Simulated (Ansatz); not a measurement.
Job for Ansatz (a program for electronic structure): R-CCSD(T)/aug-cc-pV(D+d)Z on C2H6Si (a complex). Files ending in .json are basis or fitting sets from the Basis Set Exchange.

Ansatz 0.2 input:
```yaml
crystal:
  periodic: [false, false, false]
  atoms:
    - {symbol: Si, position_ang: [-0.29028373, -0.03819168, 0.13972223]}
    - {symbol: H, position_ang: [-0.54334832, -0.04653378, -1.32105871]}
    - {symbol: H, position_ang: [1.09635556, 0.41419037, 0.38738138]}
    - {symbol: H, position_ang: [-0.47525927, -1.40575667, 0.67126502]}
    - {symbol: H, position_ang: [-1.24275235, 0.88783668, 0.79035692]}
    - {symbol: C, position_ang: [0.95295818, 0.06320279, 3.63338236]}
    - {symbol: C, position_ang: [-0.22600442, 0.02948742, 3.83619811]}
    - {symbol: H, position_ang: [1.99913003, 0.09351394, 3.44982888]}
    - {symbol: H, position_ang: [-1.27326366, -0.00010401, 4.01365927]}
basis:
  gaussian:
    orbitals: aug-cc-pV_D+d_Z.json
magnetization: {spin_polarized: false}
correlation: {method: ccsd_t, electrons: outside_noble_gas}
scf: {lower_state_search: off}
```

The head of its log:

```
WARN ansatz: RAYON_NUM_THREADS=1 ignored (pool sized by the plan → 1); use --threads N
Functional definition: HF
these checks for a lower state are left out or cut short: stability, starts, cluster_reference, orbital_swaps, neighbouring_geometries, increment
integrals: 0.30 GiB planned
1328 factors; integrals over basis functions are off by at most 1.0e-3 eV
mean field: 0.32 GiB planned
mean field evaluation 1: about -10013.7219 eV, gradient 2.5e1 eV
mean field evaluation 2: about -10013.7214 eV, gradient 2.5e1 eV
mean field evaluation 4: about -10015.8994 eV, gradient 2.2e0 eV
mean field evaluation 8: about -10015.9218 eV, gradient 1.8e-4 eV
mean field -10015.92176956 eV, -368.0783359957 hartree, gradient 1.3e-6 eV, S^2 0.000000; 0 other end points of the search recorded, 0 dependent functions left out
7 core orbitals not correlated
reference -10015.92176956 eV, -368.0783359957 hartree; 9, 9 occupied and 116, 116 virtual orbitals, 1328 factors
```

Problem. Predict the final total energy.

Solution. -368.5281 hartree (reference determinant -368.0783, T1 diagnostic 0.011).
